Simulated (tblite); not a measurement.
A geometry optimisation, step by step.

C₃H₁₀B₂OS.
SMILES with atom numbers: `[CH3:1][CH2:2][BH:3][O:4][BH:5][S:6][CH3:7]` (hydrogens: H8, H9, H10 on C1; H11, H12 on C2; H13 on B3; H14 on B5; H15, H16, H17 on C7)

Computed with GFN2-xTB (tblite), gas phase: L-BFGS steps from a force-field or distance-geometry start until the largest atomic force falls under 0.01 eV/Å. 10 of its 138 geometries are shown.

Step 0: E = -580.9480 eV, largest atomic force 3.661 eV/Å
```
atom  x, y, z in Å  |  force x, y, z in eV/Å
C1     -2.440    1.070    0.308    0.086   0.924   0.043
C2     -2.031   -0.146   -0.504   -0.023  -0.892   0.492
B3     -0.532   -0.472   -0.076    1.077  -1.971  -1.367
O4      0.287   -1.486   -0.696    0.182   1.301   3.417
B5      1.266   -1.886    0.344   -0.738   1.651  -1.371
S6      2.764   -0.869    0.769   -0.731  -1.553   0.357
C7      3.024    0.574   -0.268   -0.079   1.167  -0.566
H8     -2.767    0.735    1.304   -0.091   0.414  -0.438
H9     -1.517    1.675    0.457   -1.071   0.108  -0.114
H10    -3.225    1.657   -0.222    0.540  -0.339   0.714
H11    -2.172    0.026   -1.570    0.005  -0.137   0.012
H12    -2.722   -0.976   -0.183    0.697   0.445  -0.667
H13    -0.090    0.106    0.858    0.003  -0.141  -0.117
H14     0.897   -2.673    1.147    0.526   0.018  -0.449
H15     2.124    0.765   -0.876    0.441  -0.076   0.175
H16     3.922    0.462   -0.907   -0.600  -0.156   0.330
H17     3.205    1.450    0.404   -0.221  -0.763  -0.450
```

Step 15: E = -582.1640 eV, largest atomic force 0.541 eV/Å
```
atom  x, y, z in Å  |  force x, y, z in eV/Å
C1     -2.585    1.137    0.219   -0.021   0.307   0.158
C2     -1.928   -0.046   -0.490   -0.090   0.009   0.008
B3     -0.496   -0.308    0.164    0.005  -0.226   0.055
O4      0.310   -1.338   -0.067   -0.002  -0.312  -0.080
B5      1.410   -1.946    0.368    0.014   0.086   0.201
S6      2.974   -1.103    0.636    0.178  -0.482   0.052
C7      2.924    0.447   -0.284    0.113   0.447  -0.283
H8     -2.858    0.865    1.231   -0.014  -0.086   0.164
H9     -1.867    1.943    0.291    0.059   0.266  -0.005
H10    -3.475    1.542   -0.255   -0.041  -0.256  -0.265
H11    -1.940    0.135   -1.562    0.208  -0.011  -0.138
H12    -2.559   -0.920   -0.337   -0.009  -0.205  -0.060
H13    -0.196    0.409    1.043    0.149   0.201   0.295
H14     1.459   -3.070    0.746   -0.335   0.282  -0.163
H15     1.998    0.568   -0.830   -0.167  -0.102  -0.012
H16     3.764    0.414   -0.973   -0.030   0.064  -0.064
H17     3.059    1.285    0.390   -0.017   0.018   0.137
```

Step 30: E = -582.4840 eV, largest atomic force 0.350 eV/Å
```
atom  x, y, z in Å  |  force x, y, z in eV/Å
C1     -2.664    1.151    0.134    0.001   0.028  -0.060
C2     -1.739    0.036   -0.369    0.003   0.065   0.049
B3     -0.427   -0.203    0.513   -0.059  -0.027  -0.067
O4      0.370   -1.215    0.240   -0.065   0.005   0.110
B5      1.425   -1.985    0.347   -0.127  -0.030   0.231
S6      3.091   -1.362    0.154    0.187   0.130  -0.266
C7      2.830    0.377   -0.356    0.037   0.107  -0.087
H8     -2.937    0.988    1.179    0.084  -0.017  -0.147
H9     -2.185    2.128    0.057   -0.005  -0.142   0.028
H10    -3.583    1.180   -0.451    0.047   0.021   0.005
H11    -1.410    0.253   -1.391   -0.168   0.089  -0.036
H12    -2.329   -0.885   -0.448    0.167   0.053   0.062
H13    -0.141    0.518    1.410   -0.107  -0.082   0.058
H14     1.326   -3.112    0.656   -0.005  -0.037   0.000
H15     1.835    0.492   -0.782    0.058  -0.015   0.079
H16     3.581    0.615   -1.106   -0.020  -0.044   0.069
H17     2.952    1.036    0.502   -0.028  -0.105  -0.028
```

Step 46: E = -582.5961 eV, largest atomic force 0.185 eV/Å
```
atom  x, y, z in Å  |  force x, y, z in eV/Å
C1     -2.650    1.127    0.063    0.021  -0.023   0.011
C2     -1.605    0.088   -0.343    0.022  -0.064  -0.026
B3     -0.423   -0.133    0.711    0.028  -0.042   0.008
O4      0.430   -1.115    0.553    0.071   0.028   0.027
B5      1.399   -1.971    0.390   -0.157  -0.065   0.072
S6      2.974   -1.465   -0.339    0.057   0.031  -0.011
C7      2.769    0.349   -0.439   -0.020  -0.018  -0.019
H8     -2.934    0.990    1.103   -0.063  -0.010   0.006
H9     -2.261    2.138   -0.046   -0.013  -0.055  -0.014
H10    -3.536    1.018   -0.557   -0.042   0.131   0.005
H11    -1.227    0.346   -1.335    0.092   0.018  -0.005
H12    -2.107   -0.874   -0.481   -0.034  -0.051   0.029
H13    -0.332    0.536    1.681    0.006   0.006   0.006
H14     1.293   -3.100    0.708    0.020   0.089  -0.060
H15     1.771    0.578   -0.801    0.008   0.044  -0.002
H16     3.515    0.726   -1.131   -0.001  -0.026   0.045
H17     2.918    0.773    0.551    0.003   0.007  -0.070
```

Step 61: E = -582.6144 eV, largest atomic force 0.102 eV/Å
```
atom  x, y, z in Å  |  force x, y, z in eV/Å
C1     -2.639    1.108    0.049   -0.019   0.042   0.022
C2     -1.601    0.047   -0.312    0.001  -0.003   0.002
B3     -0.448   -0.134    0.787   -0.004  -0.008  -0.030
O4      0.449   -1.075    0.653   -0.030   0.007  -0.020
B5      1.372   -1.952    0.395    0.075  -0.034  -0.001
S6      2.926   -1.465   -0.398    0.035   0.094  -0.016
C7      2.772    0.358   -0.478   -0.046   0.011   0.009
H8     -3.022    0.948    1.054   -0.011  -0.037   0.010
H9     -2.182    2.093    0.017   -0.038   0.055   0.014
H10    -3.483    1.095   -0.639    0.044  -0.002  -0.046
H11    -1.166    0.308   -1.282    0.037  -0.020  -0.005
H12    -2.101   -0.913   -0.474    0.010   0.010   0.061
H13    -0.391    0.558    1.744   -0.027  -0.011   0.011
H14     1.263   -3.089    0.665   -0.023   0.007   0.008
H15     1.790    0.624   -0.859   -0.016  -0.004   0.006
H16     3.541    0.726   -1.149    0.012  -0.065   0.033
H17     2.911    0.774    0.517    0.000  -0.042  -0.059
```

Step 76: E = -582.6257 eV, largest atomic force 0.021 eV/Å
```
atom  x, y, z in Å  |  force x, y, z in eV/Å
C1     -2.631    1.113    0.027   -0.007   0.006  -0.003
C2     -1.578    0.045   -0.264   -0.005   0.008   0.004
B3     -0.449   -0.130    0.858   -0.003  -0.008  -0.004
O4      0.474   -1.043    0.699   -0.005  -0.010   0.007
B5      1.369   -1.934    0.388    0.021   0.002   0.000
S6      2.904   -1.459   -0.445    0.007  -0.013   0.003
C7      2.758    0.362   -0.518    0.000  -0.019  -0.008
H8     -3.138    0.899    0.965    0.004   0.010   0.003
H9     -2.172    2.095    0.104    0.008  -0.003   0.012
H10    -3.379    1.147   -0.763   -0.001   0.002  -0.006
H11    -1.113    0.262   -1.230    0.003   0.004   0.003
H12    -2.082   -0.917   -0.398    0.005   0.001  -0.004
H13    -0.430    0.524    1.842   -0.012  -0.010  -0.010
H14     1.236   -3.074    0.634    0.001   0.003   0.009
H15     1.788    0.638   -0.919   -0.011   0.003  -0.004
H16     3.550    0.714   -1.169    0.004   0.015  -0.004
H17     2.884    0.769    0.480   -0.010   0.010   0.002
```

Step 91: E = -582.6283 eV, largest atomic force 0.026 eV/Å
```
atom  x, y, z in Å  |  force x, y, z in eV/Å
C1     -2.620    1.132    0.037    0.005  -0.005  -0.008
C2     -1.596    0.040   -0.273    0.007  -0.002  -0.005
B3     -0.465   -0.167    0.843   -0.015  -0.010   0.014
O4      0.469   -1.066    0.672   -0.004   0.009  -0.007
B5      1.400   -1.937    0.410   -0.017   0.004  -0.003
S6      2.945   -1.447   -0.396   -0.006   0.005   0.014
C7      2.750    0.365   -0.533   -0.003   0.010  -0.003
H8     -3.158    0.901    0.954    0.016   0.002   0.000
H9     -2.129    2.094    0.166    0.007  -0.002   0.002
H10    -3.345    1.225   -0.769   -0.002  -0.005  -0.002
H11    -1.129    0.257   -1.238    0.005   0.015  -0.001
H12    -2.126   -0.906   -0.418    0.011  -0.001   0.010
H13    -0.460    0.465    1.841    0.008  -0.006   0.000
H14     1.287   -3.073    0.681    0.006  -0.008   0.001
H15     1.785    0.597   -0.973    0.000   0.006   0.006
H16     3.550    0.723   -1.171    0.003  -0.005  -0.005
H17     2.834    0.810    0.454   -0.021  -0.007  -0.013
```

Step 107: E = -582.6310 eV, largest atomic force 0.024 eV/Å
```
atom  x, y, z in Å  |  force x, y, z in eV/Å
C1     -2.583    1.149    0.034    0.005  -0.001   0.000
C2     -1.562    0.052   -0.270   -0.008  -0.006  -0.009
B3     -0.478   -0.208    0.879    0.012   0.013  -0.012
O4      0.459   -1.102    0.701    0.013   0.008   0.006
B5      1.411   -1.950    0.441   -0.013  -0.006   0.000
S6      2.948   -1.425   -0.358    0.012   0.001  -0.001
C7      2.689    0.372   -0.569   -0.007   0.003   0.009
H8     -3.135    0.914    0.940    0.000  -0.004   0.002
H9     -2.086    2.105    0.178    0.006   0.003   0.002
H10    -3.296    1.254   -0.783    0.007  -0.003   0.002
H11    -1.055    0.294   -1.209   -0.007  -0.004   0.003
H12    -2.098   -0.882   -0.464   -0.001  -0.002  -0.003
H13    -0.502    0.383    1.902    0.005   0.002   0.003
H14     1.327   -3.090    0.708   -0.006   0.000  -0.002
H15     1.744    0.550   -1.072    0.000   0.003   0.010
H16     3.512    0.740   -1.173    0.003   0.001  -0.003
H17     2.697    0.855    0.405   -0.021  -0.008  -0.009
```

Step 122: E = -582.6319 eV, largest atomic force 0.014 eV/Å
```
atom  x, y, z in Å  |  force x, y, z in eV/Å
C1     -2.564    1.151    0.033   -0.004   0.003   0.006
C2     -1.547    0.053   -0.273    0.003   0.005   0.007
B3     -0.469   -0.207    0.881    0.001  -0.001   0.005
O4      0.469   -1.101    0.710   -0.002  -0.014  -0.001
B5      1.416   -1.953    0.445    0.003  -0.002   0.005
S6      2.953   -1.419   -0.348   -0.005   0.003  -0.006
C7      2.657    0.370   -0.572    0.002  -0.005  -0.006
H8     -3.118    0.914    0.939   -0.009  -0.001  -0.002
H9     -2.063    2.105    0.186    0.002  -0.002  -0.007
H10    -3.275    1.265   -0.783    0.003  -0.001   0.001
H11    -1.037    0.296   -1.210    0.001  -0.002  -0.008
H12    -2.083   -0.880   -0.470   -0.005   0.003   0.000
H13    -0.502    0.380    1.906    0.008   0.005  -0.005
H14     1.327   -3.093    0.707    0.003  -0.001   0.002
H15     1.723    0.520   -1.105    0.003   0.007   0.003
H16     3.487    0.758   -1.154    0.003   0.003   0.008
H17     2.620    0.855    0.399   -0.007   0.001  -0.003
```

Step 137: E = -582.6331 eV, largest atomic force 0.007 eV/Å
```
atom  x, y, z in Å  |  force x, y, z in eV/Å
C1     -2.537    1.160    0.033    0.004  -0.003   0.000
C2     -1.530    0.051   -0.269    0.004  -0.001   0.005
B3     -0.452   -0.216    0.886   -0.004   0.002  -0.001
O4      0.465   -1.134    0.725   -0.003   0.003  -0.002
B5      1.423   -1.972    0.455    0.006   0.003  -0.001
S6      2.938   -1.408   -0.362   -0.002  -0.004  -0.003
C7      2.602    0.375   -0.582    0.001  -0.001   0.000
H8     -3.111    0.920    0.924    0.001   0.003   0.003
H9     -2.024    2.104    0.204   -0.002   0.000  -0.001
H10    -3.230    1.292   -0.796   -0.004  -0.001  -0.002
H11    -1.014    0.289   -1.204   -0.002  -0.003   0.002
H12    -2.075   -0.877   -0.468    0.000   0.002   0.000
H13    -0.463    0.393    1.898   -0.003  -0.002   0.000
H14     1.361   -3.111    0.729   -0.001   0.000  -0.002
H15     1.708    0.505   -1.184    0.002  -0.002  -0.003
H16     3.461    0.798   -1.090    0.006  -0.001   0.002
H17     2.471    0.841    0.390   -0.003   0.005   0.003
```

Task: Summarise the path.

Result: The energy falls by 1.6851 eV from step 0 to step 137; nine tenths of that is first reached at step 29. It falls at every step. The largest force goes from 3.661 to 0.007 eV/Å. Among the bonds O4–B5 changes most, from 1.484 to 1.301 Å; the atoms move by 0.850 Å rms after alignment.

What follows is the cost of the whole relaxation. The run took 1.4 s of wall time on an Arm Neoverse N1 with one thread, no GPU, shared host.
